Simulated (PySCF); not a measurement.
C2H5ClOSi2. Atoms are numbered in the order given.

```xyz
11

O     -3.3469    -0.0692     1.4797
Si    -2.7957    -0.6938     0.0399
C     -0.9542    -0.6080    -0.0540
C      0.2673    -0.5276    -0.1080
Si     2.0913    -0.4208    -0.1891
Cl     2.6541     1.5483    -0.5382
H     -3.0820     0.8305     1.7056
H     -3.3243     0.0454    -1.1402
H     -3.2198    -2.1121     0.0117
H      2.6753    -0.8537     1.1039
H      2.5882    -1.2604    -1.3065
```

Geometry optimised at B3LYP-D3(BJ)/def2-SVP. This is a generated structure with no PubChem entry under its InChIKey; it may be hypothetical. One conformer was computed; it need not be the lowest.

Calculation: PBE/def2-TZVP (PySCF).

ESP charges are fitted to the potential on shells at 1.4 to 2.0 van der Waals radii. Atomic charges (e):

```tsv
atom	Löwdin	IAO	ESP fit	Mulliken
O1	-0.11	-0.77	-0.61	-0.48
Si2	0.16	0.99	0.56	0.40
C3	-0.16	-0.31	-0.29	-0.16
C4	-0.19	-0.32	0.03	-0.15
Si5	-0.02	0.79	0.07	0.36
Cl6	0.22	-0.30	-0.10	-0.22
H7	0.18	0.37	0.43	0.32
H8	-0.03	-0.14	-0.10	-0.03
H9	-0.02	-0.12	-0.04	-0.02
H10	-0.02	-0.10	0.03	-0.01
H11	-0.02	-0.10	0.03	-0.01
```

Computed Mayer and Wiberg (Löwdin basis) orders of the bonds:
```tsv
bond	Mayer	Wiberg
O1–Si2	1.23	1.71
Si2–C3	0.97	1.17
C3–C4	2.53	2.80
C4–Si5	1.02	1.22
Si5–Cl6	1.18	1.82
O1–H7	0.88	1.02
Si2–H8	0.91	0.91
Si2–H9	0.92	0.91
Si5–H10	0.92	0.92
Si5–H11	0.92	0.92
```
